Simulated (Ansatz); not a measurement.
Computed with Ansatz on PBE0-D4/def2-TZVP structures; ΔE is electronic, products minus reactants. CBS: MP2 limit from def2 TZ/QZ plus the TZ coupled-cluster correction, frozen cores. This one scheme is used for every species. DFT in def2-TZVPP. B3LYP here is the variant with VWN-RPA as its local correlation; programs differ in this. HSE06 is defined as in plane-wave codes. One conformer a species, not always the lowest.

Consider the ligand exchange at the Si–O bond: `CO[Si](Cl)(Cl)Cl` + HCl → `Cl[Si](Cl)(Cl)Cl` + CH₃OH.

Task: Is it downhill or uphill in electronic energy at CCSD(T)/CBS, and by how much? (Best estimate.)

Result: Computed: Uphill: ΔE = +6.0 kcal/mol.

Task: What do these levels give: LDA (SPW92), B3LYP-D4, ωB97M-V, HSE06, SCS-MP2/def2-TZVPP, HF/CBS(def2)? (An estimate is asked.)

Result: Ansatz gave: LDA (SPW92) 5.4, B3LYP-D4 6.2, ωB97M-V 5.6, HSE06 3.6, SCS-MP2/def2-TZVPP 6.6, HF/CBS(def2) 7.9 kcal/mol.

Largest T1 diagnostic among the species: 0.010.

Leaving LDA and LC-ωPBE aside and taking each functional with its dispersion term where it has one, the values, not all of them listed here, spread over 3.9 kcal/mol, from revPBE-D4 to CAM-B3LYP-D4. LDA lies +2.4 kcal/mol from PBE without D4. From BLYP to BHLYP (50 % exact exchange), in def2-TZVPP and without D4, ΔE moves by +1.7 kcal/mol.
